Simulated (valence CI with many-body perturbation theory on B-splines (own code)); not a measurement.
**Hg⁶⁶⁺: input, log and results**

Calculated by configuration interaction combined with many-body perturbation theory (CI+MBPT): four valence electrons over a frozen Dirac-Fock core [Ne], radial functions for each j: 3 s, 3 p, 2 d, 1 f, with the one-electron correlation potential Σ1 (screened to all orders), the two-electron term Σ2, the three-electron term Σ3, Breit, model QED; selected single and double excitations, second order for the rest, scaled by the run's own slope (own B-spline code, finite nucleus).

Command, and the settings that its task file holds:

```sh
python run_cv.py task.json out
```

```
atom Hg  Z=80  mass_number=202  rms_radius_fm=5.4648
core [Ne]
valence 3s2 3p2
avg = 1
basis = S
breit = 1
cap = 10000
capref = 1200
cscale = 1
de = 0.0
dress = 0
eps = 2e-08
extrap = 1
h = 0.27
hh = 1
l2 = 3
lcore = 6
maxit = 60
n2 = 5
natural = 1
nlev = 20
nno = [0, 0, 0, 0, 0]
nroot = 26
nsp = [3, 3, 2, 1, 0]
pt2 = 1
qed = 1
rpa = 1
s1 = 1
s2 = 1
s3 = 1
screen = 1
tol = 2e-05
whole = 1
```

It took 6.2 s on 1 thread of Arm Neoverse V2 (shared host).

Log. The first blocks belong to the next ion, which gives the ionisation energy. Fields: 2J, parity (1 odd), roots, reference size, generating configurations, candidates as configurations/state functions, variational space P, stored matrix elements, Davidson steps; e2 is the range of second-order energies in hartree. The first line gives the box (bohr), its intervals, the orbitals and the steps of their self-consistent field. Window is the range of levels sought, series limit the energy at which the first omitted orbital would enter, core excitation an estimate of the first excitation out of the core, left out the lowest levels not solved, and shifts from estimates the range by which levels moved from their first estimate, all in cm⁻¹.

```
rmax 1.3 intervals 53 orbitals 15 references ['3s2 3p2', '3s2 3p 3d', '3s 3p3', '3s2 3d2', '3s 3p2 3d'] scf 3 t 0.5
2J=1 par=1 roots 2 ref 37 generators 3 cand 123/172 P 120/167 nnz 0 it 0
2J=1 par=1 roots 2 ref 37 generators 7 cand 59/80 P 136/189 nnz 0 it 0
   second order: generators 10 cand 67/88 e2 -0.00000 -0.00000
reference levels 484, estimated 87, window 10201067 1/cm; series limit 43682169, core excitation 78810357
2J=0 par=0 roots 3 ref 24 generators 7 cand 93/123 P 356/533 nnz 0 it 0
2J=0 par=0 roots 3 ref 24 generators 10 cand 109/157 P 368/552 nnz 0 it 0
   second order: generators 15 cand 124/198 e2 -0.00000 -0.00000
2J=2 par=0 roots 3 ref 41 generators 5 cand 92/302 P 369/1228 nnz 0 it 0
2J=2 par=0 roots 3 ref 41 generators 9 cand 143/503 P 391/1285 nnz 0 it 0
   second order: generators 15 cand 152/541 e2 -0.00000 -0.00000
2J=4 par=0 roots 5 ref 62 generators 9 cand 90/468 P 470/1744 nnz 0 it 3
2J=4 par=0 roots 5 ref 62 generators 18 cand 124/724 P 486/1813 nnz 0 it 4
   second order: generators 24 cand 108/655 e2 -0.00000 -0.00000
2J=4 par=1 roots 7 ref 65 generators 14 cand 142/877 P 442/1576 nnz 0 it 3
2J=4 par=1 roots 7 ref 65 generators 19 cand 134/845 P 470/1725 nnz 0 it 4
   second order: generators 26 cand 181/1052 e2 -0.00000 -0.00000
2J=2 par=1 roots 6 ref 53 generators 13 cand 138/638 P 439/1267 nnz 0 it 0
2J=2 par=1 roots 6 ref 53 generators 18 cand 127/598 P 476/1432 nnz 0 it 5
   second order: generators 21 cand 146/653 e2 -0.00000 -0.00000
2J=6 par=1 roots 4 ref 57 generators 9 cand 150/974 P 397/1382 nnz 0 it 4
2J=6 par=1 roots 4 ref 57 generators 16 cand 143/943 P 431/1572 nnz 0 it 4
   second order: generators 23 cand 188/1194 e2 -0.00000 -0.00000
2J=6 par=0 roots 2 ref 44 generators 5 cand 131/717 P 344/1406 nnz 0 it 3
2J=6 par=0 roots 2 ref 44 generators 9 cand 150/749 P 367/1513 nnz 0 it 3
   second order: generators 12 cand 158/791 e2 -0.00000 -0.00000
2J=0 par=1 roots 3 ref 20 generators 7 cand 192/312 P 297/419 nnz 0 it 0
2J=0 par=1 roots 3 ref 20 generators 12 cand 170/279 P 347/505 nnz 0 it 0
   second order: generators 15 cand 120/193 e2 -0.00000 -0.00000
left out: unestimated 14782338, estimated 11252231, shifts from estimates -1 to 0
operators 0.3
```

The Davidson iterations converged. The settings are bad on purpose, so the numbers may not be properties of the ion.

The last digits are not significant, and no measured levels were compared; by estimate large intervals hold to a few tenths of a per cent, small ones and those within an open d or f shell to about a per cent.

| Item | Value |
| --- | --- |
| Valence energy | -1222.189 hartree |
| Ionisation energy | 8006.7 eV (NIST: 8010 ± 40 eV (theoretical)) |
| Reference configurations for the orbitals | 3s2 3p2, 3s2 3p 3d, 3s 3p3, 3s2 3d2, 3s 3p2 3d |
| Radial orbitals | 15 |
| Box radius | 1.258 bohr |
| Largest variational space | 1813 |
| Lowest levels | (3s^2 3p1/2^2) J=0 0.00, (3s^2 3p1/2 3p3/2) J=1 4115.4, (3s^2 3p1/2 3p3/2) J=2 4197.8, (3s 3p1/2^2 3p3/2) J=2 5664.9, (3s 3p1/2^2 3p3/2) J=1 5903.3, (3s^2 3p1/2 3d3/2) J=2 6076.6, (3s^2 3p1/2 3d3/2) J=1 6483.8, (3s^2 3p1/2 3d5/2) J=2 7195.4, (3s^2 3p1/2 3d5/2) J=3 7209.7, (3s 3p1/2^2 3d3/2) J=1 7665.2, (3s 3p1/2^2 3d3/2) J=2 7732.3, (3s^2 3p3/2^2) J=2 8378.4, (3s^2 3p3/2^2) J=0 8560.2, (3s 3p1/2^2 3d5/2) J=3 8740.7 × 10³ cm⁻¹ |

Levels are named by their leading jj configuration (3d3/2^4 stands for four electrons in 3d with j = 3/2), which in mixed levels can hold well under half, so a name can repeat and another be missing.
